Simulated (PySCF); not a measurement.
CCl3, SMILES Cl[C](Cl)Cl (connectivity only; charge and spin as stated), charge +1, multiplicity 1. Coordinates come from a TPSSh-D3(BJ)/def2-SVP optimisation. The multiplicity is an assumed one; other spin states were not compared. The isomer is the one that the SMILES or the coordinates give; other isomers of the formula were not compared.

PySCF with TDDFT-B3LYP/def2-SVPD puts the lowest singlet excitations at 3.58, 4.72, 4.72, 5.47, 5.47, 7.02 eV.

Question: What are the lowest excitation roots from ADC(2)/aug-cc-pVDZ (PySCF 2.14.0)? (Estimate from the structure and the level; the computed values follow.)

Answer: 3.63, 4.91, 4.91, 5.01, 5.01, 7.37 eV. S1 differs by 0.05 eV (second minus first; roots are paired by order, and the bases may differ).
